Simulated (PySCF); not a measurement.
From one molecule to another.

First species: C₄H₁₀F₂SSi.
Geometry (GFN2-xTB, Å), atoms numbered from 1 in this order:
```
atom  x, y, z in Å
C1    -2.5261   -0.2542    0.2852
C2    -1.2771   -0.2005   -0.5780
S3    -1.3591    1.2289   -1.7284
C4    -0.0004   -0.1470    0.2588
C5     1.2623   -0.2991   -0.5823
F6     1.3040   -1.6014   -1.0816
Si7    2.8848    0.0355    0.3858
F8     2.7118    1.5326    0.9596
H9    -3.4183   -0.2344   -0.3361
H10   -2.5334   -1.1691    0.8746
H11   -2.5573    0.5964    0.9644
H12   -1.2425   -1.0649   -1.2459
H13   -1.4778    2.1598   -0.7822
H14   -0.0324   -0.9583    0.9904
H15    0.0485    0.8007    0.7999
H16    1.1829    0.3416   -1.4712
H17    2.9826   -0.8222    1.5546
H18    4.0386    0.0620   -0.4925
```

Second species: C9H16O.
SMILES with atom numbers: `[CH2:1]=[CH:2][C:3]1([CH2:4][OH:5])[CH2:6][CH2:7][CH2:8][CH2:9][CH2:10]1` (hydrogens: H11, H12 on C1; H13 on C2; H14, H15 on C4; H16 on O5; H17, H18 on C6; H19, H20 on C7; H21, H22 on C8; H23, H24 on C9; H25, H26 on C10)

Levels: PBE0/pcSseg-1 for HOMO energy, LUMO energy and HOMO–LUMO gap. Geometries: GFN2-xTB. Each structure is a single optimised conformer of the isolated species, non-relativistic unless stated; the electronic structure was computed with PySCF and density fitting.

The conformers computed, where there is a choice (atom-mapped SMILES and torsion angles):
- `[CH3:1][C@@H:2]([SH:3])[CH2:4][C@H:5]([F:6])[SiH2:7][F:8]`: C1–C2–C4–C5 172°, C2–C4–C5–F6 -68°, C4–C5–Si7–F8 -57°, H–S3–C2–C1 58°

The conformers of `C=CC1(CO)CCCCC1` aren't listed.

Values for the first species:

```
HOMO energy   : -7.00 eV
LUMO energy   : -0.04 eV
HOMO–LUMO gap : 6.96 eV
```

Estimate the same properties for the second species, and the change in each.

```tsv
property	first	second	second less first
HOMO energy	-7.00 eV	-7.52 eV	-0.52 eV
LUMO energy	-0.04 eV	0.13 eV	+0.17 eV
HOMO–LUMO gap	6.96 eV	7.65 eV	+0.69 eV
```

